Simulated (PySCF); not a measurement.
Ionisation energy of Cd³⁺ by level of theory

Cd³⁺ [Kr] 4d9 [4d3/2^4 4d5/2^5, M_J = 5/2] → Cd⁴⁺ [Kr] 4d8 [4d3/2^4 4d5/2^4, M_J = 4], as a difference of total energies. All numbers are calculated (PySCF 2.14, the two-component X2C-1e Hamiltonian, in x2c-QZVPPall-2c (13s12p9d4f2g, 140 functions)). Correlated levels: [Ar] 3d10 frozen; the 32 highest virtual spinors dropped. "Screened" scales the spin-orbit matrix elements by Boettger's factors to mimic the two-electron term; Breit and QED terms are absent.

```
                    method  ionisation energy (eV)
           GHF (spin-free)                  51.025
          GMP2 (spin-free)                  52.736
 GHF (screened spin-orbit)                  50.810
GMP2 (screened spin-orbit)                  52.513
```

Problem. How much does correlation contribute at GMP2 (screened spin-orbit)?

Solution. 52.513 − (50.810) = 1.703 eV, measured against GHF (screened spin-orbit).

The spin-free rows relax to the high-spin LS determinant and lack the spin-orbit shift.

The labels give the starting determinants; with spin-orbit coupling the two ends relaxed to ⟨J²⟩ = 8.76, ⟨L²⟩ = 6.02, ⟨S²⟩ = 0.77 and ⟨J²⟩ = 20.01, ⟨L²⟩ = 12.10, ⟨S²⟩ = 2.00.

For comparison: 51 ± 1.7 eV (theoretical estimate listed by NIST; NIST Atomic Spectra Database, ionization energies).
